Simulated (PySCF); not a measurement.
C8H9O (doublet state).
Geometry (GFN2-xTB, Å), atoms numbered from 1 in this order:
```xyz
18
C8H9O angstrom
C      3.1988   -0.3401    0.3608
C      2.2515    0.5329    0.5310
C      0.8139    0.3484    0.2735
C     -0.0541    1.3279    0.5753
C     -1.5035    1.2067    0.4177
O     -2.2583    2.1178    0.6833
C     -1.9942   -0.1447   -0.0583
C     -0.9913   -0.7950   -1.0019
C      0.3557   -0.9545   -0.3046
H      3.3442   -1.3406    0.0270
H      2.4964    1.5159    0.9219
H      0.2867    2.2733    0.9744
H     -2.1285   -0.7697    0.8306
H     -2.9705   -0.0223   -0.5295
H     -1.3599   -1.7690   -1.3291
H     -0.8682   -0.1661   -1.8869
H      1.1037   -1.3302   -1.0048
H      0.2689   -1.6842    0.5080
```

The hyperfine couplings belong to this conformer and change with its torsions.

The species is `[H]/[C]=C\C1=CC(=O)CCC1` [radical].

The calculation used PySCF 2.14.0, UKS B3LYP, pcH-1 on C H O, non-relativistic, mean-field spin-orbit, GIAO. The structure is a single GFN2-xTB conformer in the gas phase; no vibrational or solvent corrections. Couplings are sensitive to structure, and on GFN2-xTB geometries they can be far from those on DFT ones. Stability of the SCF solution: not tested.

Task: Match the computed a_iso(13C) values +329.1, +79.7, -12.1, +5.2, -4.7, -1.5 MHz with the sites C1; C2; C3; C4; C5; C9.

Result: 
| site | a_iso (MHz) | ρ(0) (bohr⁻³) | position | distance from C1 (Å) | spin population | largest \|T\| (MHz) |
| --- | --- | --- | --- | --- | --- | --- |
| C1 | +329.1 | +0.2927 | largest spin population | 0.00 | +1.07 | 142.9 |
| C2 | -12.1 | -0.0108 | 1 bond from C1 | 1.30 | -0.17 | 19.1 |
| C3 | +79.7 | +0.0709 | 2 bonds from C1 | 2.48 | +0.09 | 11.3 |
| C4 | -4.7 | -0.0042 | 3 bonds from C1 | 3.66 | -0.05 | 8.7 |
| C5 | +5.2 | +0.0046 | 4 bonds from C1 | 4.95 | +0.01 | 0.7 |
| C9 | -1.5 | -0.0014 | 3 bonds from C1 | 2.98 | 0.00 | 1.1 |

ρ(0) is the spin density at the nucleus and T the dipolar tensor; entries for several nuclei are means. Largest spin populations (Mulliken): C1 (+1.07), C2 (-0.17) and C3 (+0.09). C1 is the only atom above +0.15.

Examples of negative spin density at the nucleus (bohr⁻³): C2 (-0.0108), C4 (-0.0042) and O6 (-0.0014).

Class means assume fast exchange of nuclei equivalent by connectivity; if that motion is slow, each nucleus keeps its own coupling.

On Arm Neoverse V2, one thread, no GPU, shared host with 96 logical CPUs at a one-minute load of 45, this took 1.9 min (grids of density and orbitals included) and 1.2 GiB of memory at its peak.
